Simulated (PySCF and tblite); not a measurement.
The numbers below are computed, except where a source is named.
C₃H₇Br, numbered as in [CH3:1][CH2:2][CH2:3][Br:4].

Free energies: PBE0-D3(BJ)/def2-TZVP on PBE0-D3(BJ)/def2-SVP structures plus GFN2-xTB thermal terms, symmetry and mirror images included. Conformers within 4 kcal/mol (GFN2-xTB free energy) were kept, 7 at most. Codes: tblite and PySCF.

Rotational constants are equilibrium values for the commonest isotopes; dipoles come from the energy level named.

Torsions listed: C1–C2–C3–Br4. Of a mirror pair one member is shown.

| conformer | shape | symmetry | weight % |
| --- | --- | --- | --- |
| 1 | 65° | C1 (pair) | 70.1 |
| 2 | 180° | Cs | 29.9 |

Sets of constants, in random order:

| set | A (MHz) | B (MHz) | C (MHz) | abs μa (D) | abs μb (D) | abs μc (D) |
| --- | --- | --- | --- | --- | --- | --- |
| P | 25472 | 1639 | 1586 | 2.19 | 0.46 | 0.00 |
| Q | 11133 | 2267 | 2017 | 1.88 | 1.04 | 0.21 |

Q: Match each set to its conformer.

A: P is conformer 2, Q is conformer 1.
